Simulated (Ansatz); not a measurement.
Reaction (ligand exchange at the Si–S bond): `O[SiH2]S[SiH](O)O` + NH₃ → `N[SiH](O)O` + `O[SiH2]S`

Program: Ansatz. Geometries: PBE0-D4/def2-TZVP. ΔE: electronic, gas phase. CCSD(T)/CBS adds triple-zeta CCSD(T) − MP2 to the extrapolated MP2 energy (def2 sets, frozen cores). This one scheme is used for every species. Functionals use def2-TZVPP. One conformer a species, not always the lowest.

CCSD(T)/CBS gives +0.09 eV.

Question: Another level gave +0.08 eV. Which?
A. HF/def2-TZVPP
B. ωB97X-V/def2-TZVPP
C. PBE0-D4/def2-TZVPP
D. CCSD/def2-TZVPP

Answer: B. ωB97X-V 0.08, PBE0-D4 0.17, CCSD/def2-TZVPP 0.01, HF/def2-TZVPP -0.14 eV.

Largest T1 diagnostic among the species: 0.012.

In def2-TZVPP, CCSD(T) changes the Hartree–Fock value by +0.20 eV (the triples alone add +0.05 eV) and MP2 by +0.25 eV. The D4 term adds +0.13 eV with B3LYP and +0.07 eV with PBE0; it sums over pairs of atoms, weighted by their polarisabilities, and B3LYP, whose exchange is more repulsive, gets the larger term.

B3LYP here is the variant with VWN-RPA as its local correlation; programs differ in this.
